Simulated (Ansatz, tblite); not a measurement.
Spin states of the cluster Ba4⁺, each relaxed with PBE/def2-SVP in Ansatz. Electronic energies in the gas phase.

In the def2 sets Ba takes a core potential; there is no spin–orbit coupling. The xTB rows come from tblite. Correlated methods freeze no core orbitals; core or outer-core shells of Ba are correlated, in sets that lack core-valence functions. The structure comes from a short search, and lower isomers may exist.

Doublet geometry:

Cartesian coordinates in Å:
```
Ba -2.399 -0.326 1.279
Ba 0.620 -1.909 -1.872
Ba 1.933 -0.152 1.934
Ba -0.154 2.387 -1.342
```

Quartet geometry (D2d within 0.1 Å):

```tsv
atom	x (Å)	y (Å)	z (Å)
Ba1	-1.765	0.684	-1.834
Ba2	-0.907	-1.953	1.519
Ba3	0.456	2.177	1.414
Ba4	2.217	-0.907	-1.099
```

⟨S²⟩: doublet 1.23 at PBE0/def2-TZVP (pure 0.75), quartet 3.99 at PBE0/def2-TZVP (pure 3.75).

Run but left out: HF/def2-SVP, HF/def2-TZVP, r2SCAN/def2-TZVP, r2SCANh/def2-TZVP, PBE0/def2-TZVP, PBE-QIDH/def2-TZVP, MP2/def2-SVP, MP2/def2-TZVP, CCSD/def2-SVP, CCSD(T)/def2-SVP (doublet: ⟨S²⟩ 1.23 to 2.74, where a pure state has 0.75).

Only these spin states were relaxed.

```
                level  quartet − doublet (kcal/mol)  lowest of these                                  remarks
             GFN1-xTB                          66.8          doublet                                        –
             GFN2-xTB                          83.9          doublet                                        –
LDA (SPW92)/def2-TZVP                           2.2          doublet                                        –
        PBE/def2-TZVP                           2.4          doublet  spin-contaminated (⟨S²⟩ 3.93) (quartet)
    ωB97M-V/def2-TZVP                          11.4          doublet                                        –
    RPA@PBE/def2-TZVP                           8.9          doublet  spin-contaminated (⟨S²⟩ 3.93) (quartet)
```

The xTB methods have no term that favours high spin, so they put low spin too low.
